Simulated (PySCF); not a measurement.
## Working with the constants of GeC

ROHF-MP2 constants of GeC, ³Π (triplet), unpaired electrons σ ↑, π ↑ (basis Ge 6-31G(d,p), C 6-31G(d,p); no relativity; PySCF 2.14; masses 73.9212 and 12.0000 u):

- ωe: 875.8 cm⁻¹
- ωexe: 1.48 cm⁻¹
- Be: 0.50299 cm⁻¹
- αe: 0.00228 cm⁻¹
- De to Ge + C: 3.28 eV

(1) What force constant and bond length do these constants imply?

(2) Estimate the centrifugal constant D from the Kratzer relation and find the Dunham coefficient a1.

Correlated steps freeze 10 core orbitals. Correlated levels converge slowly with the basis: in double zeta they bind strong bonds too weakly, by up to about 1 eV, and carry superposition errors of some tenths. Spin–orbit coupling is left out. The state is the lowest determinant that a PBE0 search found; another state may lie lower at other levels.

## Answers

(1) Reduced mass μred = 10.324 u; k = 5.8918×10⁻⁷·μred·ωe² (u, cm⁻¹, mdyn/Å) = 4.67 mdyn/Å; Re = √(16.8576/(μred·Be)) (u, cm⁻¹, Å) = 1.802 Å.

(2) D = 4Be³/ωe² = 6.64e-07 cm⁻¹; a1 = −1 − αeωe/(6Be²) = -2.32.
